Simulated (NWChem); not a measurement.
**Basis-set convergence for H$_{3}$AlS**

```xyz
5

Al    -1.1157     0.1387     0.0000
H     -1.6621     1.6220     0.0000
H     -2.0259    -1.1509     0.0000
S      1.0503    -0.2109     0.0000
H      1.3869     1.1007     0.0000
```
Charge 0, spin multiplicity 1.

Everything below was run with NWChem. The geometry was optimised at B3LYP/def2-SVP, a minimum by its harmonic frequencies. It is one conformer; others weren't searched.

Quantity: vertical ionisation energy at the level ΔPBE0 (Δ: difference of total energies, the cation a doublet at the parent's geometry with its hole in an orbital of symmetry a" (Cs labels); it is the state that the SCF runs reached, from PBE0 orbitals for Hartree-Fock references, and need not be the lowest).

The Pople sets run with spherical d functions. The structure started from a generated list of species. The stability of the SCF solutions was not checked.

Task: In aug-cc-pVTZ the value is 10.18 eV. Among STO-3G, 6-31G*, def2-SVP, def2-SVPD, aug-cc-pVDZ, 6-311++G**, cc-pVTZ, pcseg-2, def2-TZVPD, which is the smallest basis within 0.1 eV of it?

Result: 6-31G*, with 42 functions against 169 and about 8 % of the time (also within reach: def2-SVP, def2-SVPD, aug-cc-pVDZ, 6-311++G**, cc-pVTZ, pcseg-2, def2-TZVPD). aug-cc-pVTZ isn't the basis-set limit itself, and a small set can land close by cancellation.

```tsv
basis	functions	vertical ionisation energy (eV)
STO-3G	21	6.78
6-31G*	42	10.18
def2-SVP	51	10.21
def2-SVPD	75	10.24
aug-cc-pVDZ	81	10.20
6-311++G**	81	10.19
cc-pVTZ	110	10.18
pcseg-2	110	10.18
def2-TZVPD	116	10.18
aug-cc-pVTZ	169	10.18
```
